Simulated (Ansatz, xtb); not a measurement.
Two isomers of C4H11PSi2

We compare X, `C[Si@@H]1C=CC[Si@@H]1P`, a singlet, with Y, `C=C[C@@H]1C[SiH2]P[SiH2]1`, a singlet. Both are isolated molecules in the gas phase, relaxed with r2SCAN-D4/def2-SVP; each stands in its lowest conformer found.

X (Å):

| atom | x (Å) | y (Å) | z (Å) |
| --- | --- | --- | --- |
| C | -0.8235 | 0.5066 | -2.6794 |
| C | 0.6039 | 0.7513 | 0.1164 |
| C | 1.7389 | 1.3390 | 0.5567 |
| C | 3.0360 | 1.3702 | -0.2159 |
| P | 2.6218 | 2.8291 | -3.2318 |
| Si | 0.6070 | -0.0519 | -1.5876 |
| Si | 2.7040 | 0.8861 | -2.0415 |
| H | -1.7907 | 0.2211 | -2.2342 |
| H | -0.7636 | 0.0431 | -3.6771 |
| H | -0.8158 | 1.6002 | -2.8078 |
| H | 0.5851 | -1.5492 | -1.4875 |
| H | -0.2743 | 0.7662 | 0.7764 |
| H | 1.7539 | 1.8178 | 1.5483 |
| H | 3.7530 | 0.6552 | 0.2324 |
| H | 3.5237 | 2.3578 | -0.1254 |
| H | 3.8003 | 0.0436 | -2.6113 |
| H | 1.4524 | 3.2761 | -2.5369 |
| H | 1.8646 | 2.2861 | -4.3178 |

Y (Å):

```xyz
18

C     0.1280    0.1405   -4.0604
C     0.7155    1.0147   -3.2319
C     0.9827    0.7956   -1.7751
C     0.5791    1.9818   -0.8730
P     3.2819    0.8312    0.7004
Si    1.1608    1.6439    0.9011
Si    2.8432    0.3900   -1.5015
H    -0.0040    0.3623   -5.1231
H    -0.2378   -0.8285   -3.7015
H     1.0683    1.9765   -3.6337
H     0.4417   -0.1138   -1.4458
H    -0.5111    2.1597   -0.9197
H     1.0635    2.9119   -1.2269
H     1.1315    2.8541    1.7765
H     0.3113    0.5787    1.5178
H     3.8062    2.1288    0.3985
H     3.7019    1.2594   -2.3639
H     3.1079   -1.0383   -1.8431
```

Quicker runs give these differences E(Y) − E(X): GFN2-xTB −0.725 eV; HF/STO-3G +0.362 eV (at GFN2-xTB geometries); r2SCAN-D4/def2-SVP//GFN2-xTB +0.173 eV.

Which of the two would you expect CCSD(T)/def2-SVP + ΔMP2/def2-TZVPP electronic energies to favour?

Structure X; the calculation gives E(Y) − E(X) = +0.118 eV.

Level by level:

| level | geometry | E(Y) − E(X) (eV) | departure from the last row (eV) | job, with rough time for the two |
| --- | --- | --- | --- | --- |
| GFN2-xTB | GFN2-xTB | −0.725 | −0.843 | optimisation, 0.25 s |
| HF/STO-3G | GFN2-xTB | +0.362 | +0.244 | single point, 0.44 s |
| r2SCAN-D4/def2-SVP//GFN2-xTB | GFN2-xTB | +0.173 | +0.055 | single point, 4.8 s |
| r2SCAN-D4/def2-SVP | r2SCAN-D4/def2-SVP | +0.163 | +0.045 | optimisation, 97 s |
| HF/def2-SVP | r2SCAN-D4/def2-SVP | +0.100 | −0.018 | part of the CCSD(T) run |
| MP2/def2-SVP | r2SCAN-D4/def2-SVP | +0.022 | −0.096 | part of the CCSD(T) run |
| CCSD(T)/def2-SVP | r2SCAN-D4/def2-SVP | +0.055 | −0.064 | single point |
| CCSD(T)/def2-SVP + ΔMP2/def2-TZVPP | r2SCAN-D4/def2-SVP | +0.118 |  | single point, 87 s |

As drawn, Y has 1 C–C, 1 P–Si, 2 Si–H in place of 1 C–Si, 1 Si–Si, 1 C–H, 1 P–H.

GFN2-xTB puts the two in the other order. The largest departure from CCSD(T)/def2-SVP + ΔMP2/def2-TZVPP is that of GFN2-xTB, 0.843 eV. The last row adds to CCSD(T) the change of the MP2 difference between the two basis sets, here +0.064 eV.

With thermal terms from frequencies at re-optimised GFN2-xTB minima (ideal gas, soft modes damped towards free rotors, one conformer each, 298.15 K, 1 atm): the zero-point term adds −0.026 eV; ΔH is +0.065 and ΔG +0.140 eV.

The correlated steps freeze 19 core orbitals. Programs: Ansatz 0.2.0, xtb 6.7.1; the last row on 4 threads of Arm Neoverse V2 on a shared host.
